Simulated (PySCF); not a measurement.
**Cost of excited-state runs on `C1=C(C#N)[C@H](CC)C(=O)O1`, C7H7NO2**

Geometry (Å), atoms numbered from 1 in this order:
```xyz
17

C     2.274    0.173    0.427
C     1.029    0.252   -0.444
C    -0.260    0.144    0.393
C    -0.465   -1.264    0.934
O     0.238   -1.901    1.654
O    -1.644   -1.754    0.437
C    -2.227   -0.807   -0.342
C    -1.514    0.326   -0.419
C    -1.825    1.489   -1.134
N    -2.047    2.456   -1.708
H     2.315    1.015    1.114
H     3.164    0.194   -0.195
H     2.275   -0.747    1.006
H     1.006    1.204   -0.981
H     1.041   -0.551   -1.185
H    -0.200    0.856    1.223
H    -3.167   -1.072   -0.789
```

PySCF with density fitting, on 1 thread of an Arm Neoverse V1, shared host. Command: `OMP_NUM_THREADS=1 python excited_run.py task.json out`

How long does each of these runs take, and how much memory?
- magnetisability and related constants, KT1/3-21G; usual settings
- magnetisability and related constants, KT3/pcSseg-1; usual settings


```
                                  run         level  basis functions  wall time  peak memory (GiB)
magnetisability and related constants     KT1/3-21G              104       22 s               0.56
magnetisability and related constants  KT3/pcSseg-1              205       60 s               0.71
```
Times from a shared host are rough.
